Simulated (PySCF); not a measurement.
## Radial density of As (arsenic, neutral)

BP86, [Ar] 3d10 4s2 4p3, high-spin 4S determinant. Calculation: PySCF 2.14, in 6-31G* (5s4p3d, 32 functions); the non-relativistic Hamiltonian (point nucleus).

```
r (bohr)  4πr²ρ (e/bohr)  4πr²(ρα − ρβ)
0.000849          0.2077         0.0000
 0.00143          0.5740         0.0000
 0.00240           1.533         0.0000
 0.00404           3.873         0.0000
 0.00680           9.163         0.0000
  0.0114           19.09         0.0003
  0.0192           32.59         0.0017
  0.0323           40.20         0.0089
  0.0544           34.55         0.0341
  0.0915           36.66         0.0746
   0.154           47.10         0.0397
   0.259           27.55        -0.0034
   0.435           29.71         0.1796
   0.732           20.68        -0.0004
    1.23           4.745         0.6002
    2.07           2.561         1.4122
    3.49          0.6746         0.5301
    5.86         0.03037         0.0287
```

(1) Where is the radial spin density 4πr²(ρα − ρβ) most negative, and why is it negative at all?

Results:

(1) Around r = 0.259 bohr, down to -0.0034 e/bohr: exchange with the open shell polarises the paired shells in an unrestricted calculation.
